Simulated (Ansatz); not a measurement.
Relaxation of BClF2H2 (6 atoms, charge 0, multiplicity 1), to a largest force component of 0.03 eV/Å in at most 50 steps.

The calculation used Ansatz 0.2.0, RKS B3LYP-D4/def2-SVP.

```xyz
6
Properties=species:S:1:pos:R:3:forces:R:3
B 0.006 -0.417 -0.412 -0.01 0.14 -0.10
Cl -0.011 -0.001 2.620 0.10 -0.91 -0.58
F 1.137 0.192 -0.687 0.02 0.04 -0.03
F -1.128 0.172 -0.713 -0.01 0.02 -0.03
H 0.012 -1.519 0.051 0.00 -0.23 -0.06
H 0.102 -1.096 1.867 -0.10 0.93 0.80
```

Q: Where does it end, and by what steps?

A: It converged. After 15 steps the energy has fallen by 0.110 eV; H6 moved furthest, 0.80 Å.

```tsv
step	energy less start (eV)	largest force component (eV/Å)	accepted
0	0.0000	0.935	yes
1	-0.0567	0.568	yes
2	-0.0392	0.882	no
3	-0.0696	0.530	yes
4	-0.0825	0.329	yes
5	-0.0967	0.093	yes
6	-0.1008	0.104	yes
7	-0.0673	1.370	no
8	-0.1042	0.091	yes
9	-0.0908	0.526	no
10	-0.1070	0.130	yes
11	-0.1089	0.040	yes
12	-0.1097	0.078	yes
13	-0.1099	0.072	yes
14	-0.1096	0.108	no
15	-0.1102	0.006	yes
```

```xyz
6
Properties=species:S:1:pos:R:3
B -0.001 -0.400 -0.576
Cl -0.031 0.037 2.500
F 1.130 0.252 -0.748
F -1.129 0.248 -0.777
H -0.001 -1.574 -0.322
H 0.149 -1.233 2.650
```

Whether the end is a true minimum wasn't checked by a vibrational analysis.

Run time: 19 s on 1 thread of Intel(R) Xeon(R) 6975P-C (Granite Rapids), on a shared host, peak memory 0.15 GiB.
